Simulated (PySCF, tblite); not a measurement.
C₄H₁₀OSi.
Geometry (GFN2-xTB, Å), atoms numbered from 1 in this order:
```
atom  x, y, z in Å
C1     2.3931   -0.1183   -0.3148
Si2    0.8129    0.2427    0.6593
C3    -0.5920   -1.0466    0.5251
C4    -1.5406   -0.3668   -0.4631
C5    -1.3964    1.1407   -0.2520
O6    -0.0363    1.4460   -0.0628
H7     2.1885   -0.5086   -1.3075
H8     3.0044   -0.8430    0.2110
H9     2.9799    0.7867   -0.4291
H10    1.0889    0.5979    2.0561
H11   -1.0866   -1.1781    1.4869
H12   -0.3036   -2.0339    0.1738
H13   -1.2318   -0.6022   -1.4832
H14   -2.5782   -0.6769   -0.3361
H15   -1.9562    1.4551    0.6364
H16   -1.7537    1.7140   -1.1114
```

Computed, not measured: PBE0/pcSseg-1 in PySCF (dipole) on a GFN2-xTB geometry, gas phase.

Take the most abundant isotopes and a rigid rotor. The values belong to one conformer with, in the numbering `[CH3:1][Si@@H:2]1[CH2:3][CH2:4][CH2:5][O:6]1`, C1–Si2–C3–C4 -102°, Si2–C3–C4–C5 -31°, C3–C4–C5–O6 41°, C4–C5–O6–Si2 -31°.

Question: What are A, B and C (GHz)?

Answer: Ia = 102.71, Ib = 213.90, Ic = 259.04 u·Å²; 505379 MHz·u·Å²/I gives 4920, 2363 and 1951 MHz, that is A = 4.9204, B = 2.3627, C = 1.9510 GHz.

Question: Classify the top.

Answer: An asymmetric top: κ = (2 × 2363 − 4920 − 1951)/(4920 − 1951) = -0.72.

Question: Is it planar, by Δ = Ic − Ia − Ib?

Answer: Not planar: Δ = Ic − Ia − Ib = -57.57 u·Å². For a rigid frame Δ = −2 Σ m c², so Σ m c² = 28.78 u·Å² lies off the ab plane: 12.76 from hydrogen and 16.02 from heavier atoms. The atom farthest from that plane is 1.89 Å away.

Question: Give the other two planar moments, Paa and Pbb, and the rms extents of the mass along the axes.

Answer: Paa = Σ m a² = (Ib + Ic − Ia)/2 = 185.11 and Pbb = Σ m b² = (Ia + Ic − Ib)/2 = 73.93 u·Å². With the mass M = 102.05 u, the rms extents √(P/M) along a, b and c are 1.35, 0.85, 0.53 Å.

Question: List the rotational levels J(Ka,Kc) to J = 4 (cm⁻¹).

Answer: Above 0(0,0):
J = 1: 1(0,1) 0.1439, 1(1,1) 0.2292, 1(1,0) 0.2429
J = 2: 2(0,2) 0.4301, 2(1,2) 0.5032, 2(1,1) 0.5445, 2(2,1) 0.8004, 2(2,0) 0.8019
J = 3: 3(0,3) 0.8558, 3(1,3) 0.9134, 3(1,2) 0.9957, 3(2,2) 1.2321, 3(2,1) 1.2396, 3(3,1) 1.6939, 3(3,0) 1.6940
J = 4: 4(0,4) 1.4171, 4(1,4) 1.4587, 4(1,3) 1.5953, 4(2,3) 1.8064, 4(2,2) 1.8282, 4(3,2) 2.2722, 4(3,1) 2.2730, 4(4,1) 2.9150, 4(4,0) 2.9150
Those of J = 1 are B + C, A + C and A + B.

Question: Which lines would a microwave search look for?

Answer: The dipole components are |μa| = 0.38 D, |μb| = 1.36 D, |μc| = 0.34 D. Intensities carry the squares of the components, which stand as 0.08 : 1.00 : 0.06 (a : b : c). Some lines, for components of 0.1 D or more:

| type | branch | J(Ka,Kc) | MHz | lower level (cm⁻¹) |
| --- | --- | --- | --- | --- |
| c | Q | 4(1,4) ← 4(0,4) | 1248 | 1.417 |
| a | Q | 3(1,2) ← 3(1,3) | 2467 | 0.913 |
| b | Q | 4(1,3) ← 4(0,4) | 5343 | 1.417 |
| b | Q | 5(2,3) ← 5(1,4) | 6868 | 2.341 |
| b | Q | 2(2,0) ← 2(1,1) | 7719 | 0.544 |
| b | Q | 4(2,3) ← 4(1,4) | 10424 | 1.459 |
| b | R | 4(1,3) ← 3(2,2) | 10890 | 1.232 |
| b | Q | 5(3,3) ← 5(2,4) | 14192 | 2.522 |
| b | R | 3(1,3) ← 2(0,2) | 14488 | 0.430 |
| a | R | 5(2,4) ← 4(2,3) | 21467 | 1.806 |
| b | R | 5(1,5) ← 4(0,4) | 21617 | 1.417 |
| c | R | 3(3,0) ← 2(2,0) | 26744 | 0.802 |
| b | R | 4(3,1) ← 3(2,2) | 31205 | 1.232 |
| c | R | 5(4,2) ← 4(3,2) | 40941 | 2.272 |

Question: Estimate the classical rotational partition function at 10 K, 298.15 K and 500 K.

Answer: Point group C1, symmetry number σ = 1; q = (√π/σ)·√((kT/h)³/(ABC)), k/h = 20836.6 MHz/K: 1120 at 10 K, 182000 at 298.15 K, 396000 at 500 K.

Its GFN2-xTB frequencies are all real (lowest 88 cm⁻¹). Constants of a rigid frame at the computed geometry: no zero-point averaging, no centrifugal distortion. A rigid rotor knows nothing of internal rotation, which can split or shift real lines.
